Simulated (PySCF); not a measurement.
Method: PySCF, delta-SCF UKS SCAN, pcX-2 on the ionised atom, pcseg-1 elsewhere, spin-free X2C. Geometries: PBE0-D3(BJ)/def2-SVP; isolated species, one conformer each. Values against the vacuum level. Spin–orbit and ligand-field terms were added within each 2p shell after the spin-free SCF.

(1) Rank by computed C 1s binding energy, lowest first.
A. C5 in `[SiH3:1][c:2]1[cH:3][cH:4][cH:5][o:6]1`
B. C5 in `[CH3:1][O:2][C@@H:3]1[SiH2:4][C@H:5]1[F:6]`
C. C4 in `[F:1][Si@H:2]1[CH2:3][CH2:4][CH2:5][O:6]1`
D. C2 in `[CH:1]#[C:2][SiH2:3][C:4]([CH3:5])([CH3:6])[CH3:7]`

(2) Rank by computed Si 1s binding energy, lowest first.
A. Silicon in `C#C[SiH2]C(C)(C)C`
B. Silicon in `F[Si@H]1CCCO1`
C. Silicon in `[SiH3]c1ccco1`
D. Silicon in `C([SiH2]C=O)=O`

(3) Rank by computed Si 2p3/2 binding energy, lowest first.
A. Silicon in `C#C[SiH2]C(C)(C)C`
B. Silicon in `C1C[Si@@H](OC1)F`
C. Silicon in `[SiH3]c1ccco1`
D. Silicon in `O=C[SiH2]C=O`

Results:

(1) D (290.12 eV), C (291.11 eV), A (291.61 eV), B (292.24 eV).

From the lowest up, the atoms are bonded to: C (triple bond) and Si (290.12); 2 C and 2 H (291.11); O (aromatic in the SMILES), C (aromatic in the SMILES) and H (291.61); F, C, H and Si (292.24).

(2) A (1846.37 eV), C (1846.63 eV), D (1846.97 eV), B (1848.10 eV).

From the lowest up, the atoms are bonded to: 2 C and 2 H (1846.37); C and 3 H (1846.63); 2 C and 2 H (1846.97); F, O, C and H (1848.10).

(3) A (106.59 eV), C (106.85 eV), D (107.30 eV), B (108.01 eV).

From the lowest up, the atoms are bonded to: 2 C and 2 H (106.59); C and 3 H (106.85); 2 C and 2 H (107.30); F, O, C and H (108.01).

1 of these hole states is spin-contaminated (⟨S²⟩ 0.87, against 0.75; counted from 0.85) and less certain.
